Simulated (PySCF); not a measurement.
Species: C₆H₉P.
SMILES with atom numbers: `[CH3:1][C:2]#[C:3][PH:4][CH:5]1[CH2:6][CH2:7]1`

Structure used (GFN2-xTB), in Å, numbered top down from 1:
```
atom  x, y, z in Å
C1     3.5838   -0.3920   -0.0103
C2     2.2942    0.0473    0.4724
C3     1.2144    0.4444    0.8312
P4    -0.3366    0.9054    1.5314
C5    -1.4058    0.3772    0.1260
C6    -2.0560   -0.9751    0.2047
C7    -2.8849    0.2568    0.3579
H8     4.1838    0.4662   -0.3129
H9     3.4570   -1.0533   -0.8674
H10    4.1087   -0.9309    0.7784
H11   -0.2515    2.2501    1.1215
H12   -1.0765    0.7132   -0.8523
H13   -1.8742   -1.5763    1.0843
H14   -2.1452   -1.5517   -0.7040
H15   -3.5502    0.5376   -0.4455
H16   -3.2686    0.4902    1.3409
```

Probes without a nucleus sit at each ring's centroid and 1 Å off its mean plane on both sides; NICS is minus the shielding there, NICSzz its component along the normal. Level: GIAO PBE0/pcSseg-1 (PySCF, non-relativistic, gas phase) on the GFN2-xTB geometry, one conformer.

Ring bond lengths (Å), with Mayer bond orders in brackets: C5–C6 1.503 (0.94), C6–C7 1.493 (0.98), C7–C5 1.502 (0.94).

Task: Give the NICS values of each ring in ppm.

Result: 
```json
{"ring": "C5–C6–C7", "type": "3-membered carbocycle; formal bonds all single", "NICS(0)": "-44.1", "NICS(1), two faces": "-8.6 / -8.7", "NICS(1)zz, two faces": "-22.6 / -24.0", "rms pucker (Å)": "0.00", "centre to ring atoms, mean (Å)": "0.87"}
```

Task: What can be read from them?

Result: 
- C5–C6–C7: mean NICS(1)zz -23.3 ppm, shielded. C5, C6, C7 have four or more neighbours, so the value isn't read as a sign of a π ring current. NICS(0) lies 35 ppm below the mean NICS(1).

Task: Give the inner angles of the rings and the Hirshfeld charges of the ring atoms.

Result: 
- C5–C6–C7: C5 59.6° (-0.087 e), C6 60.2° (-0.090 e), C7 60.2° (-0.092 e); sum 180.0° against 180° for a flat convex ring.

Task: How shielded are the nuclei of the rings and their hydrogens (means over atoms taken as equivalent)?

Result: 
```tsv
atoms	environment	σ isotropic (ppm)	principal values of the symmetric part, first atom (ppm)
C5	sp3 carbon bound to phosphorus	177.5	140.8, 170.9, 220.9
C6 (×2)	three-membered-ring carbon	180.9	147.1, 178.4, 215.9
H12	methine hydrogen	30.32	22.9, 28.6, 39.4
H13 (×2)	methylene hydrogen	31.40	25.9, 28.2, 39.9
H14 (×2)	methylene hydrogen	30.98	25.5, 26.3, 41.1
```
